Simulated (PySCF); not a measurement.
**B⁺: interval between two levels**

B⁺ [He] 2s2 → B⁺ [He] 2p2 [3P2, M_J = 2], as a difference of total energies. Calculation: PySCF 2.14, in x2c-TZVPall-2c (5s3p2d1f, 31 functions); the two-component X2C-1e Hamiltonian. Correlated levels: 1s2 frozen. "Screened" scales the spin-orbit matrix elements by Boettger's factors to mimic the two-electron term; Breit and QED terms are absent.

```
                    method  interval between two levels (cm⁻¹)
           GHF (spin-free)                               88370
          GMP2 (spin-free)                               94701
 GHF (screened spin-orbit)                               88380
GMP2 (screened spin-orbit)                               94711
```

Errors of the correlated levels include the incompleteness of this basis and the frozen core.

The labels give the starting determinants; with spin-orbit coupling the two ends relaxed to ⟨J²⟩ = 0.00, ⟨L²⟩ = 0.00, ⟨S²⟩ = 0.00 and ⟨J²⟩ = 6.00, ⟨L²⟩ = 2.00, ⟨S²⟩ = 2.00.

For comparison: 98933 cm⁻¹ (measured; NIST Handbook of Basic Atomic Spectroscopic Data (Sansonetti and Martin, J. Phys. Chem. Ref. Data 34, 1559 (2005))).
